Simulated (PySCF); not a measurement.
# SMILES O(CCC(C)C)BF, C₅H₁₂BFO

Geometry:
```
atom   x (Å)   y (Å)   z (Å)
  C1  -1.986  -1.192  -0.406
  C2  -0.749  -0.296  -0.389
  C3  -1.155   1.162  -0.592
  C4   0.009  -0.502   0.928
  C5   1.366   0.200   0.984
  O6   2.248  -0.335   0.008
  B7   2.669   0.302  -1.063
  F8   2.316   1.571  -1.304
  H9  -1.708  -2.239  -0.310
 H10  -2.649  -0.937   0.418
 H11  -2.535  -1.069  -1.337
 H12  -0.091  -0.594  -1.214
 H13  -1.753   1.259  -1.496
 H14  -0.286   1.804  -0.700
 H15  -1.748   1.512   0.251
 H16   0.176  -1.571   1.074
 H17  -0.595  -0.133   1.759
 H18   1.252   1.279   0.841
 H19   1.834   0.019   1.958
 H20   3.380  -0.231  -1.823
```

Computed, not measured: GIAO HF/pcSseg-1 magnetisability, rotational g tensor and spin-rotation constants, non-relativistic, gas phase (PySCF). Geometry: GFN2-xTB.

Task: Give the nuclear spin-rotation constants along the inertial axes (H = +C I·J) beside the isotropic shieldings.

Result: Rotational constants 3.1353, 1.1985, 1.0378 GHz. A star marks the isotopologue with that one atom substituted, in its own axes.
| atom | isotope | Caa (kHz) | Cbb (kHz) | Ccc (kHz) | mean (kHz) | σ (ppm) |
| --- | --- | --- | --- | --- | --- | --- |
| B7 | 11B | 0.599 | 0.289 | 0.229 | 0.372 | 90.3 |
| F8 | 19F | 2.413 | 1.346 | 0.941 | 1.566 | 309.0 |
| H9 | 1H | -0.348 | -0.039 | -0.061 | -0.149 | 31.0 |
| H10 | 1H | -0.184 | -0.138 | -0.035 | -0.119 | 31.3 |
| H11 | 1H | -0.305 | -0.025 | -0.087 | -0.139 | 31.0 |
| H12 | 1H | -0.192 | -0.133 | -0.030 | -0.118 | 31.0 |
| H13 | 1H | -0.292 | -0.030 | -0.089 | -0.137 | 31.1 |
| H14 | 1H | 0.018 | -0.117 | -0.105 | -0.068 | 30.5 |
| H15 | 1H | -0.255 | -0.134 | -0.024 | -0.138 | 31.7 |
| H16 | 1H | -0.328 | -0.034 | -0.061 | -0.141 | 30.4 |
| H17 | 1H | -0.234 | -0.144 | -0.020 | -0.133 | 31.4 |
| H18 | 1H | -0.299 | -0.013 | -0.045 | -0.119 | 27.8 |
| H19 | 1H | -0.299 | 0.018 | -0.080 | -0.120 | 28.3 |
| H20 | 1H | -0.168 | -0.118 | 0.007 | -0.093 | 28.4 |
| C1 | 13C* | 0.401 | 0.172 | 0.158 | 0.244 | 168.2 |
| C2 | 13C* | 0.444 | 0.163 | 0.141 | 0.249 | 171.1 |
| C4 | 13C* | 0.512 | 0.200 | 0.169 | 0.294 | 153.5 |
| C5 | 13C* | 0.574 | 0.268 | 0.168 | 0.337 | 135.7 |
| O6 | 17O* | -0.240 | -0.179 | -0.192 | -0.204 | 229.1 |

For the geometry as given, no vibrational averaging.

Task: How do the rotational constants and the g tensor change when H9, H10, H11, H12, H13, H14, H15, H16, H17, H18, H19, H20 are replaced by deuterium?

Result: Constants 2.5416, 1.0341, 0.9067 GHz; g -0.0066, -0.0048, -0.0040, against -0.0080, -0.0054, -0.0045 before.
